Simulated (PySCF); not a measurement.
## Electronic structure of Br+ (bromine, charge +1) at the UHF level

Configuration: [Ar] 3d10 4s1 4p4 4d1, one real determinant (an excited configuration). Calculation: PySCF 2.14, in x2c-TZVPPall with one added diffuse shell each of s, p, d type (7s6p5d1f, 57 functions); the spin-free X2C one-electron Hamiltonian (Gaussian nucleus).

* Total energy: -2603.122397 hartree
* One-electron energy: -3601.6227 hartree
* Hartree (Coulomb) energy: 1089.3405 hartree
* Exchange energy: -90.8402 hartree
* ⟨S²⟩: 6.0076
* ⟨L²⟩: 8.023
* Sum of ⟨r⟩: 24.07 bohr
* Sum of ⟨r²⟩: 38.05 bohr²
* Traceless quadrupole moment −½Σ⟨3z² − r²⟩ along its main axis: 1.50 e·bohr²
* Langevin diamagnetic susceptibility: -30.1 ×10⁻⁶ cm³/mol

| shell | electrons | mean orbital energy (hartree) | spread (hartree) | rms radius, mean of both spins (bohr) |
| --- | --- | --- | --- | --- |
| 1s α | 1 | -498.84860 | 0 | 0.0492 |
| 1s β | 1 | -498.82658 | 0 | 0.0492 |
| 2s α | 1 | -67.71027 | 0 | 0.205 |
| 2s β | 1 | -67.68862 | 0 | 0.205 |
| 2p α | 3 | -59.61198 | 0.00778 | 0.183 |
| 2p β | 3 | -59.59259 | 0.00704 | 0.183 |
| 3s α | 1 | -10.81811 | 0 | 0.588 |
| 3s β | 1 | -10.76204 | 0 | 0.588 |
| 3p α | 3 | -8.17235 | 0.01936 | 0.607 |
| 3p β | 3 | -8.12853 | 0.01074 | 0.607 |
| 3d α | 5 | -3.77137 | 0.03096 | 0.648 |
| 3d β | 5 | -3.74386 | 0.00710 | 0.648 |
| 4s α | 1 | -1.67050 | 0 | 1.73 |
| 4p α | 3 | -1.02632 | 0.07865 | 2.04 |
| 4p β | 1 | -0.78911 | 0 | 2.04 |
| 4d α | 1 | -0.33679 | 0 | 3.32 |

⟨L²⟩ = 8.02 against 12 for a pure F term, so this real determinant mixes terms. The outer electron is Rydberg-like, and this basis confines it to a smaller radius and binds it less than a complete one would.

Densities and radii are taken from the X2C orbitals without a picture-change correction, which distorts them close to the nucleus.

Spin-orbit constants ζ (cm⁻¹) from the X2C one-electron operator on these orbitals: bare nucleus, nucleus screened by l(l+1)(2l+1)/3 electrons, and screened by the Breit-Pauli mean field of the electrons.

```
shell    bare  screened nucleus  mean field
   2p  261900            246900      240000
   3p   37860             35700       34510
   3d    4674              3339        3117
   4p    3313              3124        3005
   4d   150.1             107.2       93.99
```

To first order the Landé constant is A = -234.8 cm⁻¹, so the lowest level has J = 5 and lies 0.175 eV below the centre of the term. This holds in LS coupling only.
